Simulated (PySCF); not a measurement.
Compound: C₇H₄F (doublet state).
Geometry (GFN2-xTB, Å), atoms numbered from 1 in this order:
```xyz
12
C7H4F angstrom
C      3.0416    0.0501    0.0999
C      1.8340    0.0860    0.0521
C      0.4525    0.0881    0.0025
C     -0.3963   -1.1045    0.1171
F      0.0990   -2.3341    0.2831
C     -1.6977   -0.7426    0.0273
C     -1.7168    0.6801   -0.1455
C     -0.4183    1.1680   -0.1588
H      4.0899    0.0315    0.1410
H     -2.5555   -1.3833    0.0736
H     -2.6107    1.2676   -0.2479
H     -0.1204    2.1925   -0.2704
```

Identity: `C#CC1=C(F)[CH]C=C1` [radical].

Computed, not measured: UKS B3LYP, pcH-1 on C F H, non-relativistic, mean-field spin-orbit, GIAO in PySCF. Isolated species at its GFN2-xTB geometry, gas phase. A GFN2-xTB geometry isn't a minimum of the functional, and hyperfine couplings can be far from their values at a DFT geometry. Stability of the SCF solution: not tested. ⟨S²⟩ is 0.777 where a pure state has 0.75.

Task: What is the g tensor, term by term?

Result: 
| Δg (ppm) | 1 | 2 | 3 |
| --- | --- | --- | --- |
| relativistic mass correction | -159 | -159 | -159 |
| gauge correction | 3 | 39 | 32 |
| orbital Zeeman/spin–orbit | -19 | 800 | 1462 |
| total | -176 | 679 | 1335 |

So g = 2.00214, 2.00300, 2.00365 and g_iso = 2.00293; the tensor is rhombic: the two nearest values differ by 43 % of g3 − g1. Axes: g1 is normal to the molecular plane, g2 points within 9° of the C7–H11 bond and g3 points within 7° of the C3–C4 bond.

Task: What effective moment and Curie constant follow for a powder?

Result: With the mean of g² = 4.0117 and S(S+1) = 0.75: μ_eff = √(⟨g²⟩S(S+1)) = 1.735 μB and χT = 0.12505·⟨g²⟩·S(S+1) = 0.376 cm³ K/mol (cgs; spin-Hamiltonian part alone).

Task: What are the electron Larmor frequencies g μB B/h along the three axes at 350 mT?

Result: 9.8079, 9.8121, 9.8153 GHz for g1, g2 and g3, a range of 7.4 MHz.

Task: In a frozen sample, at which fields do the three g values resonate at 9.5, 34, 94 and 263 GHz (hyperfine left aside), and which band first spreads them over more than twice a line width of 1.0 mT?

Result: 
| band | GHz | B(g3) mT | B(g2) mT | B(g1) mT | spread mT |
| --- | --- | --- | --- | --- | --- |
| X | 9.5 | 338.76 | 338.87 | 339.01 | 0.26 |
| Q | 34.0 | 1212.40 | 1212.79 | 1213.31 | 0.91 |
| W | 94.0 | 3351.92 | 3353.02 | 3354.45 | 2.53 |
| J | 263.0 | 9378.24 | 9381.31 | 9385.32 | 7.08 |

The spread grows in proportion to the frequency. W band is the first where it exceeds 2.0 mT.

The Mulliken spin populations are largest on C7 (+0.50), C3 (+0.38), C1 (+0.30) and C4 (+0.22). Four atoms exceed +0.15. The positive populations add up to 1.44 and the negative ones to -0.44, together 2S = 1. The angles at C7 add up to 360.0°, so it is planar.

The HOMO–LUMO gaps are 5.99 eV among the α and 2.14 eV among the β orbitals.

The run took 46 s wall (grids of density and orbitals included) on one thread of an Arm Neoverse V1, shared host, and the process peaked at 0.86 GiB of memory.

The SMILES draws the unpaired electron on C6; the largest computed Mulliken spin population is on C7 (0.50 against -0.10).
